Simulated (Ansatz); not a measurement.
`CCCCCCCCCC[S][Cu]`. The state is a triplet with charge 0. Geometry r2SCAN-D4/def2-SVP, that of the neutral singlet; atoms count from 1.

```xyz
33

C     1.9390    2.4204   -4.8018
C     1.8541    1.3465   -3.7234
C     0.7098    1.5691   -2.7371
C     0.6195    0.4997   -1.6523
C    -0.5120    0.7291   -0.6543
C    -0.6006   -0.3451    0.4265
C    -1.7071   -0.0874    1.4478
C    -1.8976   -1.2049    2.4751
C    -0.6808   -1.4512    3.3661
C    -0.9096   -2.5203    4.4278
S     0.5075   -2.7684    5.5708
Cu    2.0587   -2.6843    4.1459
H     2.7732    2.2360   -5.4968
H     1.0118    2.4615   -5.3970
H     2.0888    3.4188   -4.3583
H     1.7374    0.3529   -4.1946
H     2.8080    1.3024   -3.1654
H     0.8242    2.5628   -2.2628
H    -0.2478    1.6114   -3.2908
H     0.4943   -0.4928   -2.1263
H     1.5820    0.4511   -1.1073
H    -1.4752    0.7835   -1.1967
H    -0.3826    1.7186   -0.1756
H     0.3766   -0.4162    0.9391
H    -0.7639   -1.3319   -0.0493
H    -2.6592    0.0697    0.9087
H    -1.4994    0.8627    1.9759
H    -2.1640   -2.1430    1.9519
H    -2.7631   -0.9597    3.1172
H     0.1883   -1.7690    2.7503
H    -0.3694   -0.5128    3.8610
H    -1.7594   -2.2304    5.0721
H    -1.1816   -3.4789    3.9534
```

At PBE0-D4/def2-SVP a singlet of charge 0 lies 1.89 eV below the triplet at the same geometry.

**Question.** Estimate the Mulliken populations of the heavy atoms from the PBE0/def2-SVP orbitals of Ansatz.

**Answer.** 
```
atom  charge (e)  spin (α − β)  d electrons
  C1       -0.06          0.00            –
  C2       -0.09          0.00            –
  C3       -0.07          0.00            –
  C4       -0.05          0.00            –
  C5       -0.05          0.00            –
  C6       -0.09          0.00            –
  C7       -0.04          0.00            –
  C8       -0.04          0.00            –
  C9       -0.11          0.01            –
 C10       -0.14         -0.03            –
 S11       -0.05          0.70            –
Cu12       -0.06          1.29         9.53
```
Mulliken values depend strongly on the basis.

**Question.** Where does the spin sit?

**Answer.** Summed by element: C -0.02, S 0.70, Cu 1.29, H 0.02, of 2 unpaired in all. Largest on single atoms: Cu12 1.29, S11 0.70, C10 -0.03.

**Question.** And the Mayer bond orders between heavy atoms (over 0.3)?

**Answer.** S11–Cu12 1.15 (2.11 Å); C1–C2 1.09 (1.52 Å); C2–C3 1.07 (1.53 Å); C3–C4 1.07 (1.53 Å); C4–C5 1.07 (1.53 Å); C5–C6 1.08 (1.53 Å); C6–C7 1.07 (1.53 Å); C7–C8 1.09 (1.53 Å); C8–C9 1.06 (1.53 Å); C9–C10 1.02 (1.52 Å); C10–S11 0.99 (1.84 Å).
